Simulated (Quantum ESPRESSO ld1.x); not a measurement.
This ld1.x (Quantum ESPRESSO 7.5) run is given with its output. Can the result be used, and if not, why?

```
 &input
    zed=59.0,
    iswitch=1,
    rel=1,
    dft='SLA-VWN',
    config='[Xe] 4f4 6s1.5',
    verbosity='high',
    prefix='ld1',
    max_out_wfc=37,
    file_charge='ld1.rho',
 /
```

```
     Program LD1 v.7.5 starts

     Message from routine scf:
     warning: convergence not achieved
     --------------------------- All-electron run ----------------------------

     scalar relativistic calculation

     atomic number is 59.00
     dft =SLA-VWN   lsd =0 sic =0 latt =0  beta=0.20 tr2=1.0E-14
     Exchange-correlation= SLA-VWN
                           (   1   2   0   0   0   0   0)
     mesh =2087 r(mesh) = 100.53064 a.u. xmin = -8.00 dx = 0.00800
     1 Ry =  13.60569312 eV, c = 137.03599908

     n l     nl                  e(Ry)          e(Ha)          e(eV)
     1 0     1S 1( 2.00)   -3070.310607621   -1535.155303811 -41773.7039196
     2 0     2S 1( 2.00)    -493.908456687    -246.954228344  -6719.9668925
     2 1     2P 1( 6.00)    -442.135760839    -221.067880420  -6015.5634807
     3 0     3S 1( 2.00)    -106.404648255     -53.202324127  -1447.7089910
     3 1     3P 1( 6.00)     -90.005849774     -45.002924887  -1224.5919713
     4 0     4S 1( 2.00)     -21.012187611     -10.506093806   -285.8853765
     4 1     4P 1( 6.00)     -15.653132897      -7.826566448   -212.9717226
     3 2     3D 1(10.00)     -66.927208344     -33.463604172   -910.5910583
     5 0     5S 1( 2.00)      -2.811579361      -1.405789680    -38.2534860
     5 1     5P 1( 6.00)      -1.534259095      -0.767129547    -20.8746584
     4 2     4D 1(10.00)      -7.989709227      -3.994854613   -108.7055319
     4 3     4F 1( 4.00)       0.000000000       0.000000000      0.0000000
     6 0     6S 1( 1.50)      -0.277565776      -0.138782888     -3.7764748

     final scf error:  4.2E+01 reached in 201 iterations

     Etot =  -18092.333240 Ry,   -9046.166620 Ha, -246158.733946 eV

     Ekin =   19883.893330 Ry,    9941.946665 Ha,  270534.150742 eV
     Encl =  -44358.351967 Ry,  -22179.175983 Ha, -603526.124298 eV
     Eh   =    6791.745218 Ry,    3395.872609 Ha,   92406.401205 eV
     Exc  =    -409.619822 Ry,    -204.809911 Ha,   -5573.161595 eV
```

Answer. No. The cycle did not converge: in the last iteration no bound solution was found for 4f (the eigenvalue is printed as zero or positive). The species is Pr0.5- with 59.5 electrons. In a local or semilocal functional the extra electron of a negative ion sees its own charge, the potential lacks the -1/r tail, and the highest level tends to rise to zero. The printed total energy is meaningless.
